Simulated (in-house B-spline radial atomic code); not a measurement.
# Ho2+: [Xe] 4f11

Computed with an all-electron radial atomic-structure program (B-spline basis): Dirac-Kohn-Sham LDA VWN5, spherical fractional occupations, Fermi nucleus of rms radius 5.2022 fm.

Effective charges: Z_r = [3n² - l(l+1)]/(2<r>) from the radius, Z_e = n√(-2ε) from the energy, and Slater's rules. Values are occupation-weighted means over j. An effective charge above Z reflects the relativistic contraction of the inner shells.

```csv
shell,electrons,ε (eV),<r> (bohr),Z_r,Z_e,Slater
1s,2,-55388,0.02076,72.27,63.80,66.70
2s,2,-9272.7,0.0876,68.50,52.21,62.85
2p,6,-8260.1,0.0777,64.35,49.28,62.85
3s,2,-2081.4,0.2297,58.78,37.11,55.75
3p,6,-1768.1,0.2283,54.75,34.20,55.75
3d,10,-1350.6,0.208,50.49,29.89,45.85
4s,2,-421.89,0.5191,46.23,22.27,39.25
4p,6,-317.96,0.5496,41.85,19.34,39.25
4d,10,-172.9,0.5972,35.16,14.26,27.85
5s,2,-64.818,1.276,29.40,10.91,11.90
5p,6,-40.539,1.508,24.20,8.63,11.90
4f,11,-17.567,0.8425,21.37,4.55,17.50
```

The least bound orbital is 4f7/2 at -17.15 eV, while the most diffuse is 5p3/2 (<r> = 1.543 bohr against 0.8504 bohr): energy order and size order differ.

Spin-orbit splittings of the orbital energies (j = l + 1/2 above j = l - 1/2 when positive): 2p 855.9 eV, 3p 178.7 eV, 3d 39.09 eV, 4p 40.27 eV, 4d 7.304 eV, 5p 5.112 eV, 4f 0.9834 eV.

For the 1s electron the small component carries 6.26 % of the norm, the zero-frequency Breit interaction raises the level by 175 eV, self-energy by 106.1 eV, and vacuum polarisation lowers it by 18.08 eV.

The density falls to 0.001 bohr⁻³ at 3.37 bohr; Σ<r²> = 37.715 bohr² gives, by the non-relativistic formula and without the paramagnetism of open shells, a Langevin diamagnetic susceptibility of -29.87×10⁻⁶ cm³/mol.
